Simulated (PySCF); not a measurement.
**Correlation energy of Hg (mercury, neutral)**

[Xe] 4f14 5d9 6s2 6p1, one real determinant (an excited configuration). All numbers are calculated (PySCF 2.14, scalar relativity by spin-free X2C-1e, in x2c-TZVPPall with one added diffuse shell each of s, p, d, f type (12s8p8d4f1g, 113 functions)). Frozen: [Kr] 4d10 4f14; 20 electrons correlated.

| level | correlation energy (mhartree) |
| --- | --- |
| CCSD | -572.42 |
| (T) | -18.11 |
| CCSD(T) | -590.53 |

Diagnostics: T1 = 0.012, D1 = 0.0490, largest double amplitude 0.060.

The real determinant used has ⟨L²⟩ near 8 against 12 for a pure F term, so it mixes terms. Spin-orbit coupling, absent here, splits the open shell strongly.

Cost of the coupled-cluster step: about 2.9 core-minutes, for 20 correlated electrons.

The reference is one real determinant that mixes LS terms of this configuration.

This basis was not built for core-valence correlation, so the inner-shell part is incomplete.
